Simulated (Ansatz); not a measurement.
Geometry optimisation of `C[CH2][GeH]([SiH3])[Cl]`.

```yaml
crystal:
  periodic: [false, false, false]
  atoms:
    - {symbol: C, position_ang: [-1.349786, 1.266597, 0.511488]}
    - {symbol: C, position_ang: [0.177024, 1.358888, 0.505599]}
    - {symbol: Ge, position_ang: [1.037918, 0.001219, -0.638203]}
    - {symbol: Si, position_ang: [0.462604, -2.266329, -0.113541]}
    - {symbol: Cl, position_ang: [0.219747, 0.304267, -2.666688]}
    - {symbol: H, position_ang: [-1.802606, 2.070010, 1.128395]}
    - {symbol: H, position_ang: [-1.703513, 0.297239, 0.920577]}
    - {symbol: H, position_ang: [-1.756727, 1.358245, -0.515866]}
    - {symbol: H, position_ang: [0.602615, 1.235853, 1.525260]}
    - {symbol: H, position_ang: [0.522203, 2.345988, 0.132163]}
    - {symbol: H, position_ang: [2.571552, 0.240665, -0.752123]}
    - {symbol: H, position_ang: [0.932356, -2.621911, 1.273480]}
    - {symbol: H, position_ang: [1.104875, -3.195810, -1.104480]}
    - {symbol: H, position_ang: [-1.031260, -2.424222, -0.177460]}
basis:
  gaussian: {orbitals: def2-TZVP}
hamiltonian: {xc: pbe0, dispersion: d4}
relax: {f_tol: 0.005, max_steps: 150}
```

```sh
$ ansatz run in.yaml --threads 2 --pin off --events-out ev --progress --plain --max-ram 20480MiB --backend cuda --devices 0, --max-vram 18GiB
```

It prints (some lines left out):

```
Functional definition: PBE0
mean field -79124.88159567 eV, -2907.7857658699 hartree, gradient 2.8e-5 eV, S^2 0.000000; 0 other end points of the search recorded, 0 dependent functions left out
relax step   1: F+E_penalty+E_count = -79125.18794430 eV  Δ(F+E_penalty+E_count) = +0.000e0 eV  max|allowed force component| = 5.037e-1 eV/Å  Δτ_max = 0.0000 Å  (28 SCF iters, accepted)
mean field -79124.92178666 eV, -2907.7872428614 hartree, gradient 2.5e-5 eV, S^2 0.000000; 0 other end points of the search recorded, 0 dependent functions left out
relax step   2: F+E_penalty+E_count = -79125.23003038 eV  Δ(F+E_penalty+E_count) = -4.209e-2 eV  max|allowed force component| = 1.555e-1 eV/Å  Δτ_max = 0.0312 Å  (30 SCF iters, accepted)
mean field -79124.92434870 eV, -2907.7873370146 hartree, gradient 2.4e-5 eV, S^2 0.000000; 0 other end points of the search recorded, 0 dependent functions left out
relax step   3: F+E_penalty+E_count = -79125.23293311 eV  Δ(F+E_penalty+E_count) = -2.903e-3 eV  max|allowed force component| = 4.055e-2 eV/Å  Δτ_max = 0.0209 Å  (31 SCF iters, accepted)
mean field -79124.92521710 eV, -2907.7873689278 hartree, gradient 2.4e-5 eV, S^2 0.000000; 0 other end points of the search recorded, 0 dependent functions left out
relax step   4: F+E_penalty+E_count = -79125.23363802 eV  Δ(F+E_penalty+E_count) = -7.049e-4 eV  max|allowed force component| = 1.040e-2 eV/Å  Δτ_max = 0.0122 Å  (31 SCF iters, accepted)
mean field -79124.92550565 eV, -2907.7873795320 hartree, gradient 2.4e-5 eV, S^2 0.000000; 0 other end points of the search recorded, 0 dependent functions left out
relax step   5: F+E_penalty+E_count = -79125.23383244 eV  Δ(F+E_penalty+E_count) = -1.944e-4 eV  max|allowed force component| = 1.391e-2 eV/Å  Δτ_max = 0.0166 Å  (30 SCF iters, accepted)
mean field -79124.92575295 eV, -2907.7873886199 hartree, gradient 2.5e-5 eV, S^2 0.000000; 0 other end points of the search recorded, 0 dependent functions left out
relax step   6: F+E_penalty+E_count = -79125.23389972 eV  Δ(F+E_penalty+E_count) = -6.728e-5 eV  max|allowed force component| = 8.927e-3 eV/Å  Δτ_max = 0.0164 Å  (30 SCF iters, accepted)
mean field -79124.92577026 eV, -2907.7873892560 hartree, gradient 2.5e-5 eV, S^2 0.000000; 0 other end points of the search recorded, 0 dependent functions left out
relax step   7: F+E_penalty+E_count = -79125.23390766 eV  Δ(F+E_penalty+E_count) = -7.938e-6 eV  max|allowed force component| = 5.147e-3 eV/Å  Δτ_max = 0.0063 Å  (31 SCF iters, accepted)
mean field -79124.92572645 eV, -2907.7873876462 hartree, gradient 2.5e-5 eV, S^2 0.000000; 0 other end points of the search recorded, 0 dependent functions left out
relax step   8: F+E_penalty+E_count = -79125.23393081 eV  Δ(F+E_penalty+E_count) = -2.314e-5 eV  max|allowed force component| = 3.152e-3 eV/Å  Δτ_max = 0.0053 Å  (31 SCF iters, accepted)
mean field -79124.92571099 eV, -2907.7873870780 hartree, gradient 2.5e-5 eV, S^2 0.000000; 0 other end points of the search recorded, 0 dependent functions left out
relax step   9: F+E_penalty+E_count = -79125.23393832 eV  Δ(F+E_penalty+E_count) = -7.517e-6 eV  max|allowed force component| = 2.661e-3 eV/Å  Δτ_max = 0.0050 Å  (31 SCF iters, accepted)
mean field -79124.92571099 eV, -2907.7873870780 hartree, gradient 7.7e-5 eV, S^2 0.000000; 1 other end points of the search recorded, 0 dependent functions left out
Total energy: -79125.23397739 eV, -2907.7987156591 hartree
Atom 0 at    -1.341012     1.247118     0.520252 Å, force     0.000576    -0.001164    -0.001641 eV/Å
Atom 1 at     0.175303     1.355046     0.487434 Å, force    -0.000037     0.000776    -0.001824 eV/Å
Atom 2 at     1.026256     0.000036    -0.638822 Å, force     0.001802    -0.000783     0.002661 eV/Å
Atom 3 at     0.445470    -2.253383    -0.116762 Å, force     0.000707    -0.000044     0.000120 eV/Å
Atom 4 at     0.277798     0.327208    -2.660115 Å, force    -0.002135     0.001084    -0.002505 eV/Å
Atom 5 at    -1.778810     2.038651     1.133664 Å, force    -0.000680     0.000550     0.000777 eV/Å
Atom 6 at    -1.669252     0.290944     0.936054 Å, force    -0.000632    -0.000158     0.001215 eV/Å
Atom 7 at    -1.764993     1.331792    -0.482729 Å, force    -0.000254     0.000312     0.000169 eV/Å
Atom 8 at     0.604235     1.252913     1.489528 Å, force     0.000669    -0.000848    -0.000206 eV/Å
Atom 9 at     0.494124     2.327460     0.102771 Å, force    -0.000208     0.000719     0.000344 eV/Å
Atom 10 at     2.549018     0.223261    -0.729411 Å, force     0.000412    -0.000849     0.000971 eV/Å
Atom 11 at     0.908807    -2.586730     1.257927 Å, force    -0.000311     0.000168     0.000240 eV/Å
Atom 12 at     1.090085    -3.172099    -1.088575 Å, force     0.000303    -0.000109     0.000070 eV/Å
Atom 13 at    -1.030029    -2.411518    -0.182616 Å, force    -0.000211     0.000348    -0.000391 eV/Å
Dipole moment:     0.039315     0.025872     0.511585 e Å
```

Hardware: 2 threads of an AMD EPYC 7R13 on a shared host and a share of an NVIDIA H100 80 GB. Wall time 21 s, peak host memory 0.94 GiB.
